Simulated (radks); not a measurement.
Task: Ni+, 27 electrons, occupied as [Ar] 3d9. Method: non-relativistic Kohn-Sham, r2SCAN, spin-polarised, spherical densities, point nucleus; open shells are filled with parallel spins first; meta-GGA in the generalised Kohn-Sham scheme; computed with a radial shooting solver on a logarithmic mesh with Libxc functionals. Some entries of the table are withheld. Estimate them.

orbital  occ.  eigenvalue (eV)  r(max) (bohr)
1s down     1        -8150.967        0.03615
1s up       1        -8150.963        0.03615
2s up       1        -975.0053         0.2074
2s down     1        -974.2947         0.2073
2p up       3        -849.7117            (1)
2p down     3        -849.1826            (2)
3s up       1        -115.2415         0.6480
3s down     1        -113.8427         0.6484
3p up       3         -76.5849            (3)
3p down     3         -75.1939            (4)
3d up       5         -13.5750         0.6396
3d down     4         -12.3420         0.6426

Result: 
(1) 2p up r(max) (bohr): 0.1662
(2) 2p down r(max) (bohr): 0.1661
(3) 3p up r(max) (bohr): 0.6526
(4) 3p down r(max) (bohr): 0.6531
